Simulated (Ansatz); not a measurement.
Computed with Ansatz on PBE0-D4/def2-TZVP structures; ΔE is electronic, products minus reactants. CCSD(T)/CBS is the MP2 limit (def2-TZVPP, def2-QZVPP) plus CCSD(T) − MP2 in def2-TZVPP, frozen cores. Functionals use def2-TZVPP. B3LYP here is the variant with VWN-RPA as its local correlation; programs differ in this. HSE06 is defined as in plane-wave codes. For Ga outer-core shells are correlated without core-valence functions, which leaves a few kJ/mol of doubt a bond. Scalar relativity is left out up to krypton.

Reaction (isomerisation): `C=[C]([SiH3])[GaH2]` → `[CH2]1[SiH2][CH2][GaH]1`

| level | ΔE (kJ/mol) | difference from CCSD(T)/CBS |
| --- | --- | --- |
| LDA (SPW92) | -120.3 | -30.0 |
| PBE-D4 | -97.4 | -7.1 |
| revPBE-D4 | -90.2 | 0.1 |
| BLYP-D4 | -65.1 | 25.2 |
| r2SCAN-D4 | -97.9 | -7.6 |
| B97M-V | -86.9 | 3.4 |
| PBE0-D4 | -103.5 | -13.2 |
| r2SCANh-D4 | -99.9 | -9.6 |
| r2SCAN0-D4 | -102.8 | -12.5 |
| HSE06-D4 | -103.6 | -13.3 |
| BHLYP-D4 | -76.6 | 13.7 |
| CAM-B3LYP-D4 | -79.1 | 11.2 |
| ωB97X-V | -92.0 | -1.7 |
| ωB97M-V | -92.3 | -2.0 |
| B2PLYP | -80.5 | 9.8 |
| PBE-QIDH | -107.1 | -16.8 |
| PBE | -97.0 | -6.7 |
| revPBE | -88.2 | 2.1 |
| r2SCAN | -98.1 | -7.8 |
| B3LYP | -72.6 | 17.7 |
| r2SCANh | -100.1 | -9.8 |
| r2SCAN0 | -103.0 | -12.7 |
| HSE06 | -103.5 | -13.2 |
| BHLYP | -75.7 | 14.6 |
| CAM-B3LYP | -79.0 | 11.3 |
| LC-ωPBE | -109.9 | -19.6 |
| RPA@PBE/def2-TZVPP | -77.1 | 13.2 |
| MP2/def2-SVP | -75.4 | 14.9 |
| CCSD/def2-SVP | -61.2 | 29.1 |
| HF/def2-TZVPP | -49.2 | 41.1 |
| MP2/def2-TZVPP | -99.4 | -9.1 |
| SCS-MP2/def2-TZVPP | -84.0 | 6.3 |
| CCSD/def2-TZVPP | -84.4 | 5.9 |
| CCSD(T)/def2-TZVPP | -86.1 | 4.2 |
| HF/def2-QZVPP | -48.0 | 42.3 |
| MP2/def2-QZVPP | -101.4 | -11.1 |
| SCS-MP2/def2-QZVPP | -85.6 | 4.7 |
| HF/CBS(def2) | -47.8 | 42.5 |
| MP2/CBS(def2) | -103.7 | -13.4 |
| CCSD/CBS(def2) | -88.7 | 1.6 |
| CCSD(T)/CBS | -90.3 | 0 |

Largest T1 diagnostic among the species: 0.013.

From BLYP to BHLYP (50 % exact exchange), in def2-TZVPP and without D4, ΔE moves by −11.9 kJ/mol. In def2-TZVPP, CCSD(T) changes the Hartree–Fock value by −36.9 kJ/mol (the triples alone add −1.7 kJ/mol) and MP2 by −50.2 kJ/mol. At CCSD(T), def2-SVP lies +30.1 kJ/mol from the extrapolated value and def2-TZVPP +4.2 kJ/mol.

CCSD(T)/CBS has its own doubt, a few kJ/mol and more with outer-core shells, so smaller differences from it don't rank the levels.
